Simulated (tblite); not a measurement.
C7H14P2.
Geometry (GFN2-xTB, Å), atoms numbered from 1 in this order:
```xyz
23
C7H14P2 angstrom
C      2.843    1.477   -0.484
C      2.317    0.323   -0.092
P      0.577    0.059    0.406
C     -0.048    0.108    1.995
C     -0.370    1.230   -0.634
C     -1.845    0.847   -0.605
P     -2.112   -0.749   -1.524
C     -1.263   -1.855   -0.290
C      0.237   -1.591   -0.310
H      3.906    1.608   -0.606
H      2.229    2.326   -0.735
H      2.962   -0.507    0.187
H      0.414   -0.662    2.614
H      0.101    1.095    2.434
H      0.028    1.211   -1.654
H     -0.230    2.233   -0.219
H     -2.171    0.735    0.434
H     -2.449    1.621   -1.087
H     -3.404   -0.965   -1.026
H     -1.657   -1.663    0.712
H     -1.472   -2.894   -0.562
H      0.634   -1.628   -1.329
H      0.768   -2.332    0.297
```

Computed with GFN2-xTB (tblite): harmonic, unscaled wavenumbers at the GFN2-xTB geometry, gas phase. This tight-binding method is rough: wavenumbers can miss measured ones by several per cent, in bad cases by 10 to 20. Modes of hydrogen on phosphorus can be 10 to 20 % off. One conformer, not necessarily the lowest.

Harmonic wavenumbers (cm⁻¹): 73.3, 103.1, 139.5, 170.5, 185.7, 212.8, 246.7, 281.2, 285.9, 294.2, 347.5, 353.8, 428.6, 522.1, 623.4, 667.9, 670.4, 701.9, 711.8, 756.5, 764.9, 812.6, 816.7, 842.2, 843.2, 882.8, 906.7, 910.5, 981.3, 982.4, 996.6, 1042.9, 1049.8, 1051.5, 1074.3, 1120.7, 1138.7, 1230.8, 1242.3, 1248.4, 1250.3, 1254.1, 1393.6, 1396.8, 1407.5, 1419.4, 1424.0, 1430.3, 1629.8, 2256.6, 2914.7, 2921.4, 2928.5, 2930.3, 2932.8, 2939.4, 2943.1, 2944.4, 2945.5, 2958.2, 2981.7, 3086.8, 3111.1.

A = 1978, B = 827.0, C = 776.0 MHz; mass 160.057 u (most abundant isotopes); point group C1, symmetry number 1.

Question: What is the zero-point energy?

Answer: Half the sum of the wavenumbers: 40558 cm⁻¹ = 485.18 kJ/mol.

Question: Entropy at 298.15 K, 1 bar (ideal gas, RRHO, classical rotation)?

Answer: Translation 172.16, rotation 125.17, vibration 131.13: S = 428.5 J/(mol K).

Question: And Cp and H(298.15 K) − H(0)?

Answer: Cp = 193.41 J/(mol K), of which vibrations give 160.15 (their classical limit is 63 R = 523.8); H(298.15 K) − H(0) = 32.40 kJ/mol without the zero-point energy, 22.48 from vibrations.

Question: What must be added to the electronic energy to get the Gibbs energy at 298.15 K and 1 bar?

Answer: ZPE + [H(298.15 K) − H(0)] − T·S = 485.18 + 32.40 − 127.75 = 389.83 kJ/mol.

Question: Blend soft modes into free rotors: weight 1/[1 + (100 cm⁻¹/ν̃)⁴] for the oscillator and the rest for a rotor with moment μB/(μ + B), μ = h/(8π²ν), B = 10⁻⁴⁴ kg m². What vibrational entropy results?

Answer: 126.93 J/(mol K) in place of 131.13, which changes −T·S at 298.15 K by +1.25 kJ/mol.

Question: Which modes carry the vibrational entropy at 298.15 K?

Answer: 73.3 cm⁻¹: 17.00; 103.1 cm⁻¹: 14.20; 139.5 cm⁻¹: 11.76; 170.5 cm⁻¹: 10.17; 185.7 cm⁻¹: 9.50; 212.8 cm⁻¹: 8.45 J/(mol K); the other 57 give 60.06 together.

Hindered rotation and anharmonicity are outside this model. Other conformers, if any are populated, would add a mixing term that is left out. The structure is chiral; the term R ln 2 for an equal mix with its mirror image is left out.
